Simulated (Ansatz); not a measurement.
`[OH][SnH2][SeH]` and `[OH][SnH2][Br]` differ in one atom or group.

Ansatz, PBE0-D4/def2-TZVP geometries, multiplicity 1. Each molecule was computed in one conformer, which needn't be the lowest.

Elements past krypton have def2 core potentials. Scalar relativity is left out up to krypton.

| property | `[OH][SnH2][SeH]` |
| --- | --- |
| HOMO–LUMO gap (ωB97M-V/def2-TZVPP) / eV | 10.31 |
| size of the dipole moment (PBE/def2-TZVPP) / D | 0.62 |
| HOMO energy (B3LYP/def2-TZVPP) / eV | -6.98 |
| LUMO energy (PBE0/def2-TZVPP) / eV | -0.84 |
| HOMO energy (PBE/def2-TZVPP) / eV | -6.06 |
| LUMO energy (ωB97M-V/def2-TZVPP) / eV | 0.93 |

Q: Give the same properties after the change, and the shifts. (An estimate is asked.)

A: Computed: 
```tsv
property	`[OH][SnH2][Br]`	shift
HOMO–LUMO gap (ωB97M-V/def2-TZVPP) / eV	11.29	0.98
size of the dipole moment (PBE/def2-TZVPP) / D	1.62	1.00
HOMO energy (B3LYP/def2-TZVPP) / eV	-8.08	-1.10
LUMO energy (PBE0/def2-TZVPP) / eV	-1.09	-0.25
HOMO energy (PBE/def2-TZVPP) / eV	-7.03	-0.97
LUMO energy (ωB97M-V/def2-TZVPP) / eV	0.74	-0.19
```

With PBE0 the HOMO falls by 1.12 eV and the LUMO falls by 0.25 eV, so the gap widens by about 0.87 eV. PBE moves the HOMO by -0.97 eV and ωB97M-V by -1.16 eV. The zero-point energy changes by -18.9 kJ/mol with -3 modes. Dipoles are sizes alone; their direction can turn.

B3LYP here is the variant with VWN-RPA as its local correlation; programs differ in this.

Spin–orbit coupling is left out; it splits and shifts lone-pair levels of the heavy atoms by tenths of an eV.
